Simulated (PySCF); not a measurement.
## Correlation energy of Cd⁺ (cadmium, charge +1)

[Kr] 4d10 5s1, 2S determinant. Computed with PySCF 2.14 in def2-TZVP with the def2 core potential (28 electrons), with a scalar-relativistic core potential. Frozen: 4s2 4p6; 11 electrons correlated.

MP2 pair energies summed by pair of shells (mhartree):

```tsv
pair	energy	share (%)
4d-4d	-259.31	89.8
4d-5s	-29.45	10.2
```

Total MP2 correlation energy: -288.76 mhartree.

Same-spin part -109.36 and opposite-spin part -179.40 mhartree; SCS-MP2 scales them by 1/3 and 6/5 to -251.73 mhartree.

```csv
level,correlation energy (mhartree)
CCSD,-276.73
(T),-2.93
CCSD(T),-279.66
```

Diagnostics: T1 = 0.0067, D1 = 0.0306, largest double amplitude 0.023.

Cost of the coupled-cluster step: 1.1 s of wall time on 1 thread of Neoverse-V2 (shared host), for 11 correlated electrons.

Iterations:

```
CC2 = 0
CCSD nocc = (np.int64(6), np.int64(5)), nmo = (36, 36)
frozen orbitals [[0, 1, 2, 3], [0, 1, 2, 3]]
max_cycle = 100
direct = 0
conv_tol = 1e-08
conv_tol_normt = 1e-06
diis_space = 8
diis_start_cycle = 0
Init t2, MP2 energy = -0.28875800890079
Init E_corr(UCCSD) = -0.288758008915718
cycle = 1  E_corr(UCCSD) = -0.273942589587612  dE = 0.0148154193  norm(t1,t2) = 0.0322875
cycle = 2  E_corr(UCCSD) = -0.276480297010966  dE = -0.00253770742  norm(t1,t2) = 0.0080238
cycle = 3  E_corr(UCCSD) = -0.276630140383359  dE = -0.000149843372  norm(t1,t2) = 0.00323474
cycle = 4  E_corr(UCCSD) = -0.276736260134164  dE = -0.000106119751  norm(t1,t2) = 0.000411583
cycle = 5  E_corr(UCCSD) = -0.276729891442558  dE = 6.36869161e-06  norm(t1,t2) = 7.83105e-05
cycle = 6  E_corr(UCCSD) = -0.27672729003908  dE = 2.60140348e-06  norm(t1,t2) = 1.81277e-05
cycle = 7  E_corr(UCCSD) = -0.276727845582434  dE = -5.55543355e-07  norm(t1,t2) = 4.98923e-06
cycle = 8  E_corr(UCCSD) = -0.27672785963866  dE = -1.40562254e-08  norm(t1,t2) = 4.19522e-07
cycle = 9  E_corr(UCCSD) = -0.276727854206518  dE = 5.43214163e-09  norm(t1,t2) = 5.95613e-08
UCCSD converged
E(UCCSD) = -166.8909707118939  E_corr = -0.2767278542065179
UCCSD(T) correction = -0.00292697761025246
```
